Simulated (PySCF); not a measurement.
Ranking problems on computed properties.

Species are written as SMILES; each is one conformer at its optimised geometry, gas phase, non-relativistic unless stated; the electronic structure was computed with PySCF and density fitting.

The conformers computed, where there is a choice (atom-mapped SMILES and torsion angles):
- `[F:1][CH2:2][C:3]1=[CH:4][CH2:5][C@@H:6]1[F:7]`: F1–C2–C3–C4 -109°
- `[CH3:1]/[CH:2]=[CH:3]\[SiH2:4][S:5][SiH2:6][Cl:7]`: C2–C3–Si4–S5 102°, C3–Si4–S5–Si6 -58°, Si4–S5–Si6–Cl7 -57°
- `[CH2:1]=[CH:2][CH2:3][SiH2:4][S:5][SiH2:6][Cl:7]`: C1–C2–C3–Si4 112°, C2–C3–Si4–S5 -71°, C3–Si4–S5–Si6 67°, Si4–S5–Si6–Cl7 31°
- `[CH2:1]=[CH:2][SiH2:3][CH2:4][S:5][SiH2:6][Cl:7]`: C1–C2–Si3–C4 122°, C2–Si3–C4–S5 177°, Si3–C4–S5–Si6 75°, C4–S5–Si6–Cl7 35°
- `[CH3:1][S:2][SiH2:3]/[C:4]([Cl:5])=[CH:6]/[SiH3:7]`: C1–S2–Si3–C4 -61°, S2–Si3–C4–Cl5 157°
- `[Cl:1][SiH2:2][S:3][CH:4]1[CH2:5][SiH2:6][CH2:7]1`: Cl1–Si2–S3–C4 -44°, Si2–S3–C4–C5 180°
- `[CH3:1][S:2][Si@@H:3]([Cl:4])/[CH:5]=[CH:6]\[SiH3:7]`: C1–S2–Si3–Cl4 52°, S2–Si3–C5–C6 174°

The conformers of `C[C@@H]1C[Si@@H](Cl)S[SiH2]1` aren't listed.

(1) Rank by HOMO–LUMO gap, lowest first (wB97X-D/def2-SVPD at GFN2-xTB geometries).
A. `FCC1=CC[C@@H]1F`
B. `C/C=C\[SiH2]S[SiH2]Cl`
C. `CS[SiH2]/C(Cl)=C/[SiH3]`
D. `C=CC[SiH2]S[SiH2]Cl`
E. `C=C[SiH2]CS[SiH2]Cl`
F. `C[C@@H]1C[Si@@H](Cl)S[SiH2]1`

(2) By how much do the two ends of that ranking differ?

(3) Rank by HOMO energy, lowest first (wB97X-D/def2-SVPD at GFN2-xTB geometries).
A. `C=C[SiH2]CS[SiH2]Cl`
B. `C[C@@H]1C[Si@@H](Cl)S[SiH2]1`
C. `Cl[SiH2]SC1C[SiH2]C1`
D. `FCC1=CC[C@@H]1F`
E. `CS[SiH2]/C(Cl)=C/[SiH3]`

(4) Rank by dipole moment, lowest first (wB97X-D/def2-SVPD at GFN2-xTB geometries).
A. `CS[SiH2]/C(Cl)=C/[SiH3]`
B. `CS[Si@@H](Cl)/C=C\[SiH3]`
C. `C/C=C\[SiH2]S[SiH2]Cl`
D. `Cl[SiH2]SC1C[SiH2]C1`

(5) Rank by lowest triplet excitation (Tamm–Dancoff), lowest first (TDA wB97X-D/def2-SVPD at GFN2-xTB geometries).
A. `C(=C/[SiH2]S[SiH2]Cl)/C`
B. `[SiH3]/C=C(\Cl)[SiH2]SC`
C. `Cl[SiH2]SC1C[SiH2]C1`
D. `C(=C/[SiH3])/[Si@H](Cl)SC`
E. `C[C@@H]1C[Si@@H](Cl)S[SiH2]1`
F. `[SiH2](S[SiH2]CC=C)Cl`

(6) Rank by lowest singlet excitation, lowest first (TDDFT wB97X-D/def2-SVPD at GFN2-xTB geometries).
A. `CS[SiH2]/C(Cl)=C/[SiH3]`
B. `FCC1=CC[C@@H]1F`
C. `C[C@@H]1C[Si@@H](Cl)S[SiH2]1`
D. `C/C=C\[SiH2]S[SiH2]Cl`
E. `C=C[SiH2]CS[SiH2]Cl`

(7) Rank by electronic spatial extent ⟨r²⟩ about the centre of nuclear charge, highest first (wB97X-D/def2-SVPD at GFN2-xTB geometries).
A. `C=C[SiH2]CS[SiH2]Cl`
B. `FCC1=CC[C@@H]1F`
C. `Cl[SiH2]SC1C[SiH2]C1`
D. `C/C=C\[SiH2]S[SiH2]Cl`
E. `CS[Si@@H](Cl)/C=C\[SiH3]`
F. `CS[SiH2]/C(Cl)=C/[SiH3]`
G. `C=CC[SiH2]S[SiH2]Cl`

(8) By how much do the two ends of that ranking differ?

## Answers

(1) C (9.30 eV), E (9.70 eV), B (10.04 eV), D (10.28 eV), F (10.57 eV), A (11.06 eV).

(2) By 1.76 eV, between `FCC1=CC[C@@H]1F` and `CS[SiH2]/C(Cl)=C/[SiH3]`.

(3) D (-9.85 eV), B (-9.16 eV), E (-8.92 eV), C (-8.79 eV), A (-8.67 eV).

(4) B (0.76 D), A (1.12 D), D (1.44 D), C (2.31 D).

(5) B (3.87 eV), D (4.13 eV), A (4.29 eV), F (4.45 eV), C (5.04 eV), E (5.69 eV).

(6) E (5.17 eV), A (5.32 eV), D (5.87 eV), C (6.09 eV), B (6.84 eV).

(7) A (2144 bohr²), E (2115 bohr²), F (2076 bohr²), C (1988 bohr²), D (1774 bohr²), G (1679 bohr²), B (774 bohr²).

(8) By 1370 bohr², between `C=C[SiH2]CS[SiH2]Cl` and `FCC1=CC[C@@H]1F`.
